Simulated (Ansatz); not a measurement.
GaH4ISSi (`S[SiH2][GaH][I]`). Charge 0, multiplicity 1. I takes the def2 core potential. The geometry is a stationary point of PBE0-D4/def2-TZVP. It is one conformer, not always the lowest.

```xyz
8

S    -0.114    1.232   -1.876
Si   -0.988   -0.154   -0.502
Ga    0.422   -0.272    1.444
I     2.850   -0.076    0.825
H     1.151    0.864   -1.589
H    -2.346    0.368   -0.199
H    -1.142   -1.519   -1.079
H     0.167   -0.443    2.977
```

What is the dipole moment at B3LYP/def2-TZVPP? (Best estimate.)

The calculation gave: 1.66 D, with components (-1.25, -0.70, 0.85) D in this frame, pointing from negative to positive charge.

And with PBE, r2SCAN, ωB97M-V? (Estimate.)

Ansatz gave: PBE 1.47 D, r2SCAN 1.59 D, ωB97M-V 1.80 D.

Give the Mulliken charges with B3LYP, ωB97M-V, PBE in def2-TZVPP. (Estimate.)

Computed: 
```tsv
atom	B3LYP	ωB97M-V	PBE
S1	-0.26	-0.24	-0.24
Si2	0.21	0.10	0.15
Ga3	0.29	0.25	0.28
I4	-0.25	-0.24	-0.23
H5	0.13	0.14	0.14
H6	-0.04	0.00	-0.03
H7	-0.05	-0.01	-0.04
H8	-0.03	0.00	-0.01
```

B3LYP here is the variant with VWN-RPA as its local correlation; programs differ in this.
